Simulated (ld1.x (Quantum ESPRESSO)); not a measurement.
Before and after: TM potential for Mo (Z = 42)

```
Element                 : molybdenum (Mo)
Generator               : ld1.x (Quantum ESPRESSO) 7.5
Type                    : norm-conserving Troullier–Martins (Kleinman–Bylander form)
Functional              : PBEsol
Relativity              : scalar-relativistic
Frozen core             : [Kr]
Valence charge          : 6
Reference configuration : 4d5 5s1 5p0
Partial waves           : 5s (bound): rc 2.90 bohr; 4d (bound): rc 2.50 bohr; 4f channel at 0.05 Ry: rc 3.10 bohr; 5p (bound, empty): rc 2.75 bohr
Local potential         : the p channel
Core correction         : none
```

All-electron outer shells of the reference configuration (PBEsol, scalar-relativistic, ld1.x):

| shell | level (eV) | outermost node (bohr) | outermost maximum (bohr) |
| --- | --- | --- | --- |
| 4s | -64.30 | 0.51 | 0.99 |
| 4p | -38.46 | 0.52 | 1.06 |
| 5s | -4.12 | 1.34 | 2.93 |
| 4d | -3.77 | 0.53 | 1.38 |
| 5p | -1.01 | 1.54 | 4.05 |

Change: wave 4d (bound): rc 2.50 bohr becomes 4d (bound): rc 3.60 bohr.

Cutoffs: the cutoffs (Ry, on a coarse ladder) from which the occupation-weighted sum of valence levels, in a spherical-Bessel basis at the reference potential, stays within 10 and 1 mRy of its value at 400 Ry; they do not see the model core or the augmentation charge, which bear on the density cutoff. Errors are all-electron minus pseudo energies relative to the spin-unpolarised reference configuration.

Q: How do hardness, ghosts and transferability respond?

A: The potential gets softer (30 Ry and 35 Ry → 18 Ry and 25 Ry); both files keep a bound ghost (s); of the 7 tests that both files solve, the error grows in 2 and shrinks in 5 by more than 15 % and 0.3 meV (median size 102.4 → 31.9 meV). A larger radius leaves more room for a smooth pseudo-wave, so fewer plane waves are needed.

```csv
quantity,base,changed
"cutoff, loose",30 Ry,18 Ry
"cutoff, tight",35 Ry,25 Ry
loose cutoff by channel (10 mRy a level),"s 6 Ry, d 30 Ry","s 6 Ry, d 18 Ry"
bound ghosts,s,s
"error for 4d5 5s0 5p0, meV [ΔE 6.90 eV]",-1.7,+6.4
"error for 4d4 5s0 5p0, meV [ΔE 22.36 eV]",-102,-72
"error for 4d3 5s0 5p0, meV [ΔE 49.08 eV]",-407,+60
"error for 4d4 5s2 5p0, meV [ΔE 0.18 eV]",-86,+25
"error for 4d5.5 5s0.5 5p0, meV [ΔE 0.29 eV]",-17,+1.3
"error for 4d2 5s0 5p0, meV [ΔE 88.56 eV]",-666,+987
"error for 4d4 5s1 5p0, meV [ΔE 8.08 eV]",-110,-32
```

Changed file: These tests converged, but a pseudo level misses the all-electron one widely, so the file describes the atom poorly there or has found another state: 4d2 5s0 5p0: empty 5s by 7.9 eV. A true bound ghost makes a file unfit for plane-wave use even where its test errors are small: the radial tests pick states by their node count and pass the ghost by.
